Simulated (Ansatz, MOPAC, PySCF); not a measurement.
Dimer: H2O (SMILES O) (first 3 atoms) with HCl (SMILES Cl); geometry from B3LYP-D3(BJ)/def2-TZVP, rigid monomers moved along the line of their centres of mass till O1···H5 is 3.32 Å.
(charge 0, multiplicity 1):
```xyz
5

O      0.04093     0.33230     0.25285
H      0.79409     0.84828    -0.05585
H      0.18621    -0.56719    -0.06112
Cl    -0.50054     0.54831     4.83720
H     -0.39941     0.50936     3.53745
```

Counterpoise-corrected where a basis set is named; no monomer relaxation. Rows marked so take none.

Rows in 6-31G* carry no dispersion term and start afresh at each structure (6-31G* with six Cartesian d functions). The state that PM6 reach isn't checked.

Programs: Ansatz (an electronic-structure program); MOPAC for PM6 (differences of heats of formation); PySCF for 6-31G* rows, the dispersion terms. 

One of these levels gives -2.06 kcal/mol for the interaction energy. Which one is it?
A. BP86/6-31G* (no counterpoise)
B. PM6
C. r2SCAN-D4/def2-TZVPPD

A, BP86/6-31G* (no counterpoise). The others give -1.18 (PM6), -1.65 (r2SCAN-D4/def2-TZVPPD)
